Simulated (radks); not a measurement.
The numbers below are computed, except where a source is named.
Spherical jellium clusters: N electrons in a uniform positive sphere of charge N and radius rs N^(1/3), rs = 2.53 bohr. Level of theory: non-relativistic Kohn-Sham, PBE, spin-polarised, spherical densities (a radial shooting solver with Libxc functionals). Levels are named by radial order and angular momentum (1s, 1p, 1d, 2s, ...), and open shells are averaged over m.

N = 11, configuration 1s2 1p6 1d(up 3, down 0). This is the lowest configuration that the search found. Occupied and some empty levels:

level    occupation  eigenvalue (eV)  <r> (bohr)
1s up             1          -8.4674       3.713
1s down           1          -8.2041       3.490
1p up             3          -5.9157       4.604
1p down           3          -5.3290       4.473
1d up             3          -2.9997       5.487
2s up             0          -2.3827       5.693
1d down           0          -2.2608       5.496
2s down           0          -1.9953       5.755

Energy (eV): total -11.7002, kinetic 42.463, external -668.78, Hartree 320.23, exchange-correlation -56.718, background 351.10.
